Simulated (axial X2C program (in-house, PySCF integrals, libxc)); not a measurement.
Low determinants of BSe⁺ at the PBE0 level, with spin–orbit coupling

All values were computed with an in-house all-electron X2C program for linear molecules (integrals from PySCF). Two-component (2c) means X2C with spin–orbit coupling and atomic mean-field two-electron Coulomb and Gaunt terms. Basis: Se dyall-cv3z [8s9p6d4f1g], B dyall-v3z [7s6p2d1f] (cores contracted in-house); Gaussian nuclei, density fitting, unrestricted open shells. Masses: Se 79.917 u, B 11.009 u.

Search at 1.850 Å (vertical energies from the lowest determinant):

| ΔE (eV) | state | electrons beyond evenly filled partner blocks | electrons in ±ω = 1/2, 3/2, 5/2, 7/2 |
| --- | --- | --- | --- |
| 0.00 | Ω = 2 | ω = 1/2, ω = 3/2 | 27 9 2 0 |
| 0.11 | Ω = 1 | ω = -1/2, ω = 3/2 | 27 9 2 0 |
| 0.30 | Ω = 1 | 2 × ω = 1/2 | 26 10 2 0 |
| 0.78 | Ω = 0 | none | 26 10 2 0 |
| 3.23 | Ω = 0 | none | 28 8 2 0 |
| 3.36 | Ω = 3 | 2 × ω = 3/2 | 26 10 2 0 |
| 4.76 | Ω = 4 | 2 × ω = 1/2, 2 × ω = 3/2 | 26 10 2 0 |

Lowest determinant, Ω = 2 (⟨Sz⟩ = 1.00, ⟨Lz⟩ = 1.00 at PBE0): Re = 1.839 Å, ωe = 803.3 cm⁻¹.

The determinant in row 2 of the search, Ω = 1 (⟨Sz⟩ = 0.00, ⟨Lz⟩ = 1.00 at PBE0), was followed along the bond at PBE0; measured from the minimum of the lowest determinant it gives:

Te = 0.112 eV (902 cm⁻¹), Re = 1.843 Å, ωe = 805.0 cm⁻¹.

Problem. Compare the bond of the determinant in row 2 with that of the lowest one.

Solution. At PBE0 its Re is 0.004 Å longer and its force constant, which goes as ωe², is 1.00 times that of the lowest determinant. This determinant mixes spin states, so it has no term energy of its own.

The search compares states at one distance, so a state with another bond length can lie lower; it is not exhaustive and yields mostly the lowest determinant of each block pattern, so other components and higher states of one pattern are missing. These are energies of single determinants, not of spin-adapted states; PBE0 term energies can be off by some tenths of an eV, and the functional has no current term. Open-shell Ω = 0 determinants with evenly filled partner blocks cannot be reached by this program, so the Ω shown need not be the lowest component. The lowest determinant need not be the ground state where others lie within half an eV.
